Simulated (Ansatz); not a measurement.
Reaction (cleavage of the Sb–B bond): `N[BH][SbH2]` + `N[SiH](O)F` → `N[SiH](F)[O][SbH2]` + `BN`

Calculated with Ansatz (gas phase, PBE0-D4/def2-TZVP geometries, no zero-point term in ΔE). CCSD(T)/CBS adds triple-zeta CCSD(T) − MP2 to the extrapolated MP2 energy (def2 sets, frozen cores). This one scheme is used for every species. DFT in def2-TZVPP. Elements past krypton have def2 core potentials. For Sb outer-core shells are correlated without core-valence functions, which leaves a few kJ/mol of doubt a bond. One conformer a species, not always the lowest.

CCSD(T)/CBS gives -3.7 kJ/mol.

**Question.** Another level gave -1.5 kJ/mol. Which?
A. CCSD(T)/def2-TZVPP
B. BHLYP-D4/def2-TZVPP
C. PBE0/def2-TZVPP
D. BHLYP/def2-TZVPP

**Answer.** A. CCSD(T)/def2-TZVPP -1.5, BHLYP -9.2, BHLYP-D4 -14.0, PBE0 6.9 kJ/mol.

**Question.** What do rigid-rotor, harmonic-oscillator terms from PBE0-D4/def2-TZVP frequencies (298.15 K, 1 bar) make of the CCSD(T)/CBS value? (An estimate is asked.)

**Answer.** Ansatz gave: ΔZPE = -4.0 kJ/mol, ΔH = -7.1 kJ/mol, ΔS = -7 J/(mol·K), ΔG = -5.0 kJ/mol.

Largest T1 diagnostic among the species: 0.014.

The D4 term adds −4.3 kJ/mol with B3LYP and −2.6 kJ/mol with PBE0; it sums over pairs of atoms, weighted by their polarisabilities, and B3LYP, whose exchange is more repulsive, gets the larger term. In def2-TZVPP, CCSD(T) changes the Hartree–Fock value by +12.1 kJ/mol (the triples alone add +0.3 kJ/mol) and MP2 by +14.5 kJ/mol. At CCSD(T), def2-SVP lies +4.1 kJ/mol from the extrapolated value and def2-TZVPP +2.2 kJ/mol.

B3LYP here is the variant with VWN-RPA as its local correlation; programs differ in this.
